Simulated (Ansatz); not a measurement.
Cost and result for the atomization energy of `N[Si](N)([SiH3])[SiH3]` (15 atoms, 14 bonds).

```xyz
15

N    -0.6622   -0.1080    1.8738
Si   -0.1282    0.2650    0.2806
N    -0.2404    1.9730    0.1004
Si    2.1200   -0.2525   -0.1979
Si   -1.5082   -1.0112   -1.1399
H    -1.0414   -1.0160    2.0862
H    -0.1941    0.2937    2.6716
H     0.3443    2.4563   -0.5616
H    -1.1275    2.4376    0.2189
H     3.0318    0.2348    0.8770
H     2.5698    0.3524   -1.4856
H     2.2894   -1.7290   -0.3074
H    -1.5549   -2.4453   -0.7301
H    -2.9074   -0.4947   -1.1493
H    -0.9909   -0.9560   -2.5365
```

The species carries charge 0 and has multiplicity 1. The structure was optimised at the PBE0-D4/def2-TZVP level. It is one conformer, not always the lowest. Program: Ansatz. All runs use 2 threads of an AMD EPYC 7R13 on a shared host and a share of an NVIDIA H100 80 GB. Times are those of one run each, without the atoms' runs, and a repeat can differ threefold. Electronic energies, without spin–orbit coupling; frozen cores. CCSD(T)/CBS adds CCSD(T) − MP2 in def2-TZVPP to the MP2 limit, and its time is that of the two runs behind it. T1 = 0.013. B3LYP takes the VWN-RPA correlation (the form of Gaussian; ORCA's B3LYP/G).

CCSD(T)/CBS is a level of theory with its own doubt, some kJ/mol a heavy atom from the limit and from the frozen cores, so smaller differences don't rank the functionals.

| level | functions | wall time | atomization (kcal/mol) | difference from CCSD(T)/CBS | per bond |
| --- | --- | --- | --- | --- | --- |
| B3LYP-D4/def2-TZVPP (with forces) | 328 | 2.4 s | 1139.9 | 2.3 | 0.2 |
| PBE0-D4/def2-TZVPP | 328 | 2.4 s | 1125.8 | -11.8 | -0.8 |
| PBE-D4/def2-TZVPP (with forces) | 328 | 2.8 s | 1137.6 | 0.0 | 0.0 |
| r2SCAN-D4/def2-TZVPP (with forces) | 328 | 3.2 s | 1131.0 | -6.6 | -0.5 |
| B2PLYP/def2-TZVPP | 328 | 3.8 s | 1119.4 | -18.2 | -1.3 |
| ωB97X-V/def2-TZVPP | 328 | 3.9 s | 1146.5 | 8.9 | 0.6 |
| MP2/def2-QZVPP | 624 | 5.5 s | 1119.9 | -17.7 | -1.3 |
| CCSD(T)/def2-TZVPP | 328 | 6.5 s | 1101.9 | -35.7 | -2.5 |
| ωB97M-V/def2-TZVPP (with forces) | 328 | 6.5 s | 1138.3 | 0.7 | 0.0 |
| CCSD(T)/CBS(def2) | – | 12 s | 1137.6 | 0.0 | 0.0 |

From PBE to PBE0 (25 % exact exchange), in def2-TZVPP and without D4, the atomization energy moves by −10.6 kcal/mol: exact exchange takes away binding that semilocal exchange gives to molecules. In def2-TZVPP, CCSD(T) changes the Hartree–Fock value by +287.3 kcal/mol (the triples alone add +13.3 kcal/mol) and MP2 by +283.9 kcal/mol; breaking electron pairs costs correlation energy, which Hartree–Fock lacks. The D4 term adds +14.5 kcal/mol with B3LYP and +7.8 kcal/mol with PBE0; it sums over pairs of atoms, weighted by their polarisabilities, and B3LYP, whose exchange is more repulsive, gets the larger term.
